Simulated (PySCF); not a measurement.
Gas-phase reaction: 3 In(CH3)3 ⇌ 3 InH + CH4 + 2 C4H10 (isobutane)

Energies from PySCF, thermal terms from the rigid-rotor harmonic-oscillator model, ideal gas at 1 bar. † marks an energy on the PBE0/def2-TZVP geometry and frequencies. MP2 and CCSD(T) freeze the core. All species are closed-shell singlets. In: scalar-relativistic def2 core potential, no spin-orbit coupling. InH: computed as isolated molecules; such fragments, hydroxides, amides, oligomers or adducts are transient or little studied in the gas. MP2 isn't extrapolated to the basis-set limit. CCSD(T) isn't extrapolated to the basis-set limit.

```json
[
 {"level": "BLYP/def2-TZVP†", "ΔH°(298 K), kJ": "?"},
 {"level": "CCSD(T)/def2-SVP†", "ΔH°(298 K), kJ": "?"},
 {"level": "HF/def2-TZVP†", "ΔH°(298 K), kJ": "-95"},
 {"level": "MP2/def2-TZVPP†", "ΔH°(298 K), kJ": "98"},
 {"level": "ωB97M-V/def2-TZVP†", "ΔH°(298 K), kJ": "46"},
 {"level": "ωB97X-V/def2-TZVP†", "ΔH°(298 K), kJ": "?"}
]
```

Task: Complete the blanks.

Result: 
- BLYP/def2-TZVP†, ΔH°(298 K), kJ: -52
- CCSD(T)/def2-SVP†, ΔH°(298 K), kJ: -76
- ωB97X-V/def2-TZVP†, ΔH°(298 K), kJ: 53
